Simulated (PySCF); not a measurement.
Correlation energy of Cl²⁺ (chlorine, charge +2)

[Ne] 3s1 3p3 3d1, high-spin 6D determinant (an excited configuration). Calculation: PySCF 2.14, in dyall-acv3z; the spin-free X2C one-electron Hamiltonian (Gaussian nucleus). Frozen: [Ne]; 5 electrons correlated; the 22 highest virtual orbitals of each spin left out.

```csv
level,correlation energy (mhartree)
CCSD,-41.45
(T),-0.41
CCSD(T),-41.86
```

Diagnostics: T1 = 0.0025, D1 = 0.0052, largest double amplitude 0.040.

Task: Is a single reference adequate?

Result: Yes: T1 lies below 0.03 and no double amplitude reaches 0.07.
